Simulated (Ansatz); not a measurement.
Hf₂SO₆H₆⁺, that is [(OH)3Hf]2S with one electron fewer, relaxed as a doublet with UKS r2SCAN-D4/def2-SVP in Ansatz, starting from the r2SCAN-D4/def2-SVP geometry of the neutral singlet. Force threshold 0.02 eV/Å.

In the def2 sets Hf takes a core potential; there is no spin–orbit coupling.

Start:

```xyz
15

Hf   -1.740    0.378    0.962
O    -2.792    1.945    0.563
O    -2.328   -0.551    2.549
O     0.238    0.770    0.948
S    -1.438   -1.064   -0.917
Hf    1.073   -0.520   -0.801
O     1.498   -1.205   -2.554
O     2.064   -1.662    0.416
O     1.890    1.295   -0.980
H    -3.410    2.602    0.240
H    -2.585   -1.167    3.235
H     0.820    1.545    0.893
H     1.474   -1.544   -3.449
H     2.701   -2.366    0.547
H     2.536    1.543   -1.651
```

```csv
step,energy (eV),largest force component (eV/Å),SCF passes
1,-25816.2830,2.697,36
2,-25816.6547,1.429,39
3,-25816.7257,0.681,33
4,-25816.8025,0.364,33
5,-25816.8453,0.227,37
6,-25816.8669,0.454,37
7,-25816.8819,0.460,29
8,-25816.8990,0.656,34
9,-25816.9117,0.671,35
10,-25816.9338,0.329,38
11,-25816.9456,0.223,35
12,-25816.9568,0.252,35
13,-25816.9577,0.160,35
14,-25816.9619,0.122,30
15,-25816.9640,0.059,30
16,-25816.9647,0.043,28
17,-25816.9659,0.041,27
18,-25816.9664,0.055,27
19,-25816.9666,0.037,29
20,-25816.9668,0.013,29
```

Force components are those of the run's own axes.

End:

```xyz
15

Hf   -1.7974    0.3268    0.9402
O    -3.1890    1.3151    0.1093
O    -1.9436   -0.1087    2.7820
O     0.0792    1.0006    0.4353
S    -1.2732   -1.6889   -0.4164
Hf    1.2936   -0.3963   -0.8070
O     0.9387   -0.5478   -2.6788
O     1.9103   -1.9938    0.0556
O     2.6866    0.9113   -0.6052
H    -3.9646    1.8229   -0.1527
H    -2.1580   -0.2459    3.7111
H     0.6141    1.7835    0.6512
H     0.9416   -0.7135   -3.6256
H     2.3305   -2.8292    0.2787
H     3.5312    1.3638   -0.6776
```

By distances, no bond broke or formed. The bond that changes most is S5–Hf6, from 2.57 to 2.90 Å (atoms count from 1).

No frequencies were taken in this run, so the end may be a saddle point.

It took 68 s on 2 threads of AMD EPYC 7R13 on a shared host and a share (18 GiB) of an NVIDIA H100 80GB HBM3, peak host memory 0.92 GiB.
